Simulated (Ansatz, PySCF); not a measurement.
This PySCF input computes a PBE/def2-TZVPD energy:

```python
from pyscf import gto, scf, dft

mol = gto.M(
    atom='''
    O    -0.58891706   -0.84155214   -0.85374303
    S     0.17772221   -0.17737330    0.19048783
    O     0.28230670    1.27050188    0.30006393
    H    -0.39067237   -0.59362512    1.38162746
    ''',
    basis='def2-tzvpd',
    charge=0,
    spin=1,
    verbose=4,
)

mf = dft.UKS(mol, xc='pbe').density_fit(auxbasis='def2-universal-jkfit')
mf.grids.level = 3
mf.conv_tol = 1e-9
mf.max_cycle = 100
mf.max_memory = 1500
mf.kernel()
if not mf.converged:
    mf = mf.newton()
    mf.kernel(mf.make_rdm1())
for _ in range(2):
    mo, _, stable, _ = mf.stability(return_status=True)
    if stable:
        break
    mf.kernel(mf.make_rdm1(mo, mf.mo_occ))
mf.analyze()
```

**Question.** Write an input for the same energy in Ansatz (an electronic-structure program) and say what it gives.

**Answer.** 
Ansatz 0.2 input:
```yaml
crystal:
  periodic: [false, false, false]
  atoms:
    - {symbol: O, position_ang: [-0.58891706, -0.84155214, -0.85374303]}
    - {symbol: S, position_ang: [0.17772221, -0.17737330, 0.19048783]}
    - {symbol: O, position_ang: [0.28230670, 1.27050188, 0.30006393]}
    - {symbol: H, position_ang: [-0.39067237, -0.59362512, 1.38162746]}
basis:
  gaussian:
    orbitals: def2-TZVPD
hamiltonian:
  xc: {name: PBE}
magnetization: {spin_polarized: true, initial_magnetization: 1}
output: {forces: true}
```
It gives -548.94646 Eh, and PySCF -548.94650 Eh, a difference of 0.04 mEh, from the treatment of integrals and grids.

It need not be the lowest isomer of its formula.
